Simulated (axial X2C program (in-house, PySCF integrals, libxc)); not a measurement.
**Photoelectron levels of ZrP⁻ by EOM-IP-CCSD**

Calculated with an axial X2C code built on PySCF integrals: two-component X2C with atomic mean-field Coulomb and Gaunt terms, Gaussian nuclei, basis Zr dyall-acv3z, P dyall-av3z with contracted cores.

R = 2.109 Å (0.960 times 2.197 Å, the PBE0 minimum at charge -1 for the lowest determinant).

Vertical detachment energies of ZrP⁻ to the states of ZrP:

```json
{"Ω of ZrP": "1/2", "vertical detachment energy (eV)": "1.854", "above lowest (cm⁻¹)": "0", "ionised spinor": "55% Zr sσ, 16% Zr dσ, 12% Zr pσ", "one-hole weight": "0.95"}
{"Ω of ZrP": "1/2", "vertical detachment energy (eV)": "3.179", "above lowest (cm⁻¹)": "10686", "ionised spinor": "55% P pσ, 26% Zr dσ", "one-hole weight": "0.91"}
{"Ω of ZrP": "3/2", "vertical detachment energy (eV)": "3.233", "above lowest (cm⁻¹)": "11122", "ionised spinor": "50% P pπ, 35% Zr dπ, 7% Zr pπ", "one-hole weight": "0.90"}
{"Ω of ZrP": "1/2", "vertical detachment energy (eV)": "3.272", "above lowest (cm⁻¹)": "11441", "ionised spinor": "50% P pπ, 34% Zr dπ, 7% Zr pπ", "one-hole weight": "0.90"}
```

**Question.** What is the splitting of the first π pair in the table, and is it regular or inverted?

**Answer.** E(3/2) − E(1/2) = 11122 − 11441 = -319 cm⁻¹ at EOM-IP-CCSD: inverted, Ω = 3/2 lower. Splittings at this level can be off by ten to twenty per cent.

This point took 32 s on 1 thread of Arm Neoverse N1 (shared host).

Reference electrons by ω block (each with its −ω partner): 1/2: 20, 3/2: 7, 5/2: 1. 18 electrons of ZrP⁻ correlated (inner shells frozen), 84 natural virtual spinors (a truncated set); levels can be off by some tenths of an eV. Roots sought by Ω: (1/2: 4, 3/2: 3, 5/2: 1); the list ends where they run out and leaves out roots under 60 % one-particle weight. The solver can skip a root, and states that need a further excitation, which the method places far too high, are missing though they may lie low or lowest. T1 of the reference 0.035 (Lee–Taylor). Number of frozen shells: Zr 3 s, 2 p, 1 d; P 2 s, 1 p. Large amplitudes in the reference (orbital relaxation or multireference character) lower the reliability.
